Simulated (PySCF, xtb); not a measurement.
Te(I)(Me) (CH3ITe), SMILES I[Te]C. Atoms are numbered in the order given.

```xyz
6

Te     0.3827     1.2149     0.0000
I     -0.0648    -1.4983     0.0000
C     -1.7206     1.7682     0.0000
H     -1.7461     2.8681     0.0000
H     -2.1994     1.3774    -0.9054
H     -2.1994     1.3774     0.9054
```

Geometry: B3LYP-D3(BJ)/def2-SVP. The def2 effective core potentials stand for the cores of I, Te; spin–orbit coupling is left out.

These are IEF-PCM-B3LYP/def2-SVP in PySCF values and carry that method's errors.

The values are the electrostatic part of the solvation free energy, E(continuum) − E(gas) at the gas-phase geometry, in a cavity of scaled van der Waals radii (PySCF's table); cavitation and dispersion terms are not included. In vacuum the orbital gap is 2.90 eV. The dipole moment in vacuum is 2.04 D.

| solvent | ε | ΔG(elec) (kcal/mol) | dipole (D) | gap (eV) |
|---|---|---|---|---|
| water | 78.36 | -3.1 | 2.89 | 3.01 |
| cyclohexanone | 15.62 | -2.8 | 2.81 | 3.00 |
| ethylethanoate | 5.99 | -2.3 | 2.68 | 2.98 |

For comparison, GFN2-xTB/ALPB(water) (xtb, at the GFN2-xTB geometry, all terms of that model) gives -2.2 kcal/mol.
